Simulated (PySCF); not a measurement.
GeH₃, charge +1.

```xyz
4

Ge     0.0000     0.0000     0.0000
H      1.5243     0.0000     0.0000
H     -0.7622     1.3201     0.0000
H     -0.7622    -1.3201     0.0000
```
Charge +1, spin multiplicity 1.

Geometry: B3LYP-D3(BJ)/def2-TZVPD.

Level of theory: PBE/pcSseg-2 run with PySCF. Non-relativistic, no solvent.

Computed absolute GIAO shielding of each atom: isotropic value and principal components (ppm):
```
atom  σ(iso)    σ11    σ22     σ33    span
----  ------  -----  -----  ------  ------
Ge1    431.1  -76.9  -76.9  1447.0  1523.9
H2      21.8   18.1   19.4    27.9     9.8
H3      21.8   18.1   19.4    27.9     9.8
H4      21.8   18.1   19.4    27.9     9.8
```
